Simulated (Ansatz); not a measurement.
Program: Ansatz. Geometries: PBE0-D4/def2-TZVP. ΔE: electronic, gas phase. CCSD(T)/CBS is the MP2 limit (def2-TZVPP, def2-QZVPP) plus CCSD(T) − MP2 in def2-TZVPP, frozen cores. This one scheme is used for every species. Functionals use def2-TZVPP. B3LYP here is the variant with VWN-RPA as its local correlation; programs differ in this. For Br outer-core shells are correlated without core-valence functions, which leaves a few kJ/mol of doubt a bond. Scalar relativity is left out up to krypton. Each species was taken in one conformer, which may not be the lowest.

Reaction (ligand exchange at the Si–S bond): `O[SiH](S)Br` + CH₃OH → `CO[SiH](O)Br` + H₂S

`O[SiH](S)Br`:

Cartesian coordinates in Å:
```
O 0.655 1.479 -0.507
Si -0.330 0.226 -0.172
S 0.248 -0.608 1.697
Br -0.236 -1.363 -1.724
H 1.601 1.318 -0.514
H -1.697 0.772 -0.193
H -0.242 -1.825 1.412
```

CH₃OH:

Cartesian coordinates in Å:
```
C 0.324 -0.087 0.120
O -1.003 0.382 0.193
H 0.741 -0.024 1.125
H 0.947 0.524 -0.546
H 0.381 -1.132 -0.208
H -1.391 0.337 -0.683
```

`CO[SiH](O)Br`:

```xyz
10

C    -1.635   -0.148    0.170
O    -0.446   -0.025   -0.582
Si    1.071   -0.188   -0.031
O     2.115    0.222   -1.200
Br    1.304    1.129    1.754
H    -1.750   -1.161    0.567
H    -1.649    0.563    1.002
H    -2.474    0.065   -0.493
H     1.397   -1.563    0.382
H     2.067    1.106   -1.568
```

H₂S:

```xyz
3

S    -0.469    0.129   -0.384
H     0.653   -0.597   -0.498
H    -0.184    0.469    0.882
```

(1) Is it downhill or uphill in electronic energy at CCSD(T)/CBS, and by how much? (Estimate.)

(2) What do these levels give: PBE-D4, PBE0-D4, B3LYP-D4, ωB97X-V, PBE, PBE0, B3LYP, HF/def2-TZVPP, MP2/def2-TZVPP, SCS-MP2/def2-TZVPP, CCSD(T)/def2-TZVPP, SCS-MP2/def2-QZVPP? (Estimate.)

Largest T1 diagnostic among the species: 0.010.

Answers

(1) The calculation gave: Downhill: ΔE = -13.0 kcal/mol.

(2) Computed: PBE-D4 -9.7, PBE0-D4 -10.6, B3LYP-D4 -13.5, ωB97X-V -13.2, PBE -9.6, PBE0 -10.5, B3LYP -13.4, HF/def2-TZVPP -16.4, MP2/def2-TZVPP -13.2, SCS-MP2/def2-TZVPP -14.1, CCSD(T)/def2-TZVPP -13.9, SCS-MP2/def2-QZVPP -13.7 kcal/mol.

In def2-TZVPP, CCSD(T) changes the Hartree–Fock value by +2.5 kcal/mol (the triples alone add +0.6 kcal/mol) and MP2 by +3.2 kcal/mol. From PBE to PBE0 (25 % exact exchange), in def2-TZVPP and without D4, ΔE moves by −0.9 kcal/mol.
